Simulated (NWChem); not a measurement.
System: CF2InNO; SMILES O=C=[N][In]([F])[F]

Input file for NWChem:

```
start job
memory heap 200 mb stack 900 mb global 1100 mb
geometry units angstroms noautoz
  In    -0.030480     0.549837     0.000000
  F     -1.928468     0.948201     0.000000
  F      1.203671     2.039265     0.000000
  N      0.666212    -1.327716     0.000000
  C      0.292356    -2.479318     0.000000
  O      0.010947    -3.610563     0.000000
end
basis spherical
  In library def2-svp
  F library def2-svp
  N library def2-svp
  C library def2-svp
  O library def2-svp
end
ecp
  In library def2-ecp
end
dft
  xc becke97-d
  disp vdw 2
  iterations 150
  mulliken
end
task dft energy
```

All runs use the structure optimised with PBE0/def2-SVP. def2 effective core potentials on In; no spin-orbit coupling.

Task: What results follow from this input? (B97-D/def2-SVP with def2 effective core potentials on In.) Quantities: energy (Ha); highest occupied level (eV); orbital gap (eV); dipole (D).

Result: 
```yaml
energy (Ha): -557.86
highest occupied level (eV): -7.62
orbital gap (eV): 3.70
dipole (D): 0.22
```
